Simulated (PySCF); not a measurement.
## Structure revision by computed shifts

A compound C7H8O gives the data below (simulated from a calculation) and was assigned the structure `Cc1ccc(O)cc1`.

¹³C{¹H} NMR (computed): δ 168.2 (C), 150.6 (C), 140.2 (CH), 128.9 (CH), 121.7 (CH), 120.0 (CH), 24.2 (CH3).

¹H NMR (400 MHz, computed): δ 7.49 (m, 1H), 7.00 (d, 1H), 6.99 (d, 1H), 6.57 (s, 1H), 4.06 (br s, 1H), 2.37 (s, 3H).

One averaged value for each set of equivalent atoms, isolated molecule, no relativistic terms, one conformer. Structure optimised with PBE0-D3(BJ)/def2-TZVP; NMR shieldings at PBE0/pcSseg-2/GIAO; PySCF 2.14.0 with density-fitted response routines.

References, each an isolated molecule treated in the same way: ¹H and ¹³C vs TMS.

(1) Compare with the shifts computed for the proposed structure, pairing carbons in order of shift.

(2) Which isomer fits?

Answers

(1) Atom-mapped SMILES (the numbers label the heavy atoms): `[CH3:1][c:2]1[cH:3][cH:4][c:5]([OH:6])[cH:7][cH:8]1` (H(Xn): hydrogen on atom n).

```tsv
atom	computed for proposal	given list	difference
C5	165.8	168.2	-2.4
C3	140.2	150.6	-10.4
C8	140.2	140.2	+0.0
C2	138.5	128.9	+9.6
C4	121.9	121.7	+0.2
C7	121.9	120.0	+1.9
C1	23.1	24.2	-1.1
```

The rms difference is 5.5 ppm and the largest -10.4 ppm at C3 (aromatic CH). The proposal also would give 5 carbon signals, not 7. The carbon types in order of shift don't match either: C, CH, CH, C, CH, CH, CH3 for the proposal against C, C, CH, CH, CH, CH, CH3 in the data. The proposal doesn't fit.

(2) m-cresol.

1. Carbon types of the structure: 2 × C, 4 × CH, 1 × CH3, leaving 1 H on heteroatoms.
2. δC 168.2: aromatic carbon bearing oxygen; σ withdrawal by the attached heteroatom moves it downfield of the ring CH carbons.
3. δC 150.6: substituted aromatic carbon.
4. δC 140.2, 128.9, 121.7, 120.0: aromatic CH.
5. δC 24.2: methyl carbon on an aromatic ring; saturated and bonded to C and H only.

Other isomers checked: Cc1ccccc1O (rms 5.5 ppm).

The shifts were computed for this structure.

OH and NH positions are those of a molecule without intermolecular hydrogen bonds; in solution they move with solvent, concentration and temperature, and exchange usually removes their couplings. Shifts are as computed. Against solution values, carbons near 30 ppm lie about +3 ppm off and those near 130 ppm about +9 ppm. Of 1309 compounds with measured shifts, 239 miss one by over three times the rms of a fit or turn the order of signals round; such compounds aren't used in these exercises. No couplings were computed; multiplicities are counted from neighbouring protons, with m where these are inequivalent, close in shift, in a saturated or five-membered ring or joined by F or P, and br s for small geminal =CH2 splittings.
